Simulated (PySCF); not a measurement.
```xyz
3
charge 0 multiplicity 6, angstrom
Re    0.0000    0.0000    0.0000
H     0.0000    0.0000    1.7822
H     0.0000    0.0000   -1.7822
```

These are results of UPBE0/[Re def2-TZVP with ECP60, H def2-TZVP], scalar-relativistic core potentials, density fitting, no spin–orbit coupling, PySCF, not measurements.

This geometry of ReH₂ is a stationary point at this level.

What is the point group?

D∞h.

Is it a minimum?

No: it has 2 imaginary modes (one degenerate set), at 508i cm⁻¹ (πu).

What are the dipole moment and the gap between the highest occupied and lowest empty levels of either spin?

0.00 D and 3.94 eV.

Give the atomic charges and bond orders.


```tsv
atom	Mulliken	Löwdin	polar tensor	spin (Mulliken)	Mayer order to Re1
Re1	0.31	0.44	0.88	5.25	–
H2,3	-0.15	-0.22	-0.44	-0.13	0.88
```

Only a few start shapes were tried, so a lower isomer may exist. With open d or f shells other occupations or spin states may lie lower. At this level a sextet minimum of C2v symmetry lies 8 kJ/mol below this structure. Spin–orbit coupling, left out here, can matter for elements this heavy.
